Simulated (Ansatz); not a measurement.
Born–Oppenheimer molecular dynamics of Cl₂FH₃OSi (8 atoms, charge 0, multiplicity 1). It starts at the highest image of a converged band, a first-order saddle point between two minima.

These are results of RKS B3LYP-D4/def2-SVP in Ansatz, not measurements.

```
ensemble                      : NVE (velocity Verlet)
time step                     : 0.5 fs
steps asked                   : 200
starting velocities drawn for : 100 K
seed                          : 5095
```

First frame:

```xyz
8
Properties=species:S:1:pos:R:3
Si -0.600 0.175 0.013
F -0.171 -1.669 -0.316
Cl -0.938 0.441 -2.010
Cl -0.455 2.203 0.631
H -1.677 -0.288 0.896
H 0.908 -1.187 0.018
O 1.115 -0.159 0.471
H 1.819 0.484 0.297
```

(1) How far do the bonds stretch over the last three quarters of this one trajectory? (Pairs bonded in most of those frames.)

## Answers

(1) 
```tsv
bond	mean (Å)	spread (Å)	shortest	longest
Si1–Cl3	2.066	0.023	2.03	2.10
Si1–Cl4	2.078	0.015	2.05	2.10
Si1–H5	1.469	0.008	1.45	1.48
Si1–O7	1.677	0.023	1.65	1.74
F2–H6	0.941	0.017	0.91	0.98
O7–H8	0.967	0.002	0.96	0.97
```

Mean temperature of the second half: 782 K. The conserved energy stayed within 0.028 meV per atom of its start (net change 0.022 meV per atom), so the integration is sound. The system heated up, since it started high on the potential surface and ran downhill. A run of 0.1 ps of so small a system gives no equilibrium averages. The orbitals stay closed-shell, which can raise the energy where a bond breaks towards radicals; this wasn't checked here.

Run time: 7.1 min on 2 threads of Arm Neoverse V1 (shared host), peak memory 0.29 GiB.
